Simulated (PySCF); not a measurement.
Cs₂ and its ions

r²SCAN; Cs def2-SVP with ECP46; scalar-relativistic core potentials (PySCF 2.14). Neutral (UKS): singlet (closed shell), Re = 4.859 Å, ωe = 38.7 cm⁻¹, De = 0.27 eV, HOMO -2.24 eV, LUMO -1.38 eV.

Cs₂⁺ (UKS): doublet (σ ↑), Re = 5.437 Å, ωe = 29.4 cm⁻¹, De = 0.68 eV to Cs⁺ + Cs. The energies at the minima are -40.30690 hartree for Cs2 and -40.18257 for Cs₂⁺.

(1) Work out the adiabatic ionisation energy, without and with harmonic zero-point energies (1 hartree = 27.2114 eV, 1 eV = 8065.5 cm⁻¹), and the change of the bond length.

Closed-shell solutions of metal pairs were not tested for spin polarisation, which can lower them a little. Weak bonds: Cs2. Basis-set superposition, not corrected here, can be much of De in a small basis, most of all at correlated wavefunction levels. Spin–orbit coupling is left out. States were picked by a PBE0 search and need not be the measured ground states.

Answers

(1) At r²SCAN: 0.12433 hartree = 3.383 eV between the minima; the zero-point term (29.4 − 38.7)/2 cm⁻¹ = -0.001 eV makes it 3.383 eV. Re changes by +57.8 pm against the neutral. Minus the HOMO energy is 2.24 eV, -1.14 eV from the value between the minima; self-interaction puts the Kohn–Sham level too high, less so with exact exchange. The electron leaves a σ orbital, and the longer bond of the ion fits a bonding orbital, or a change in how ionic the bond is.
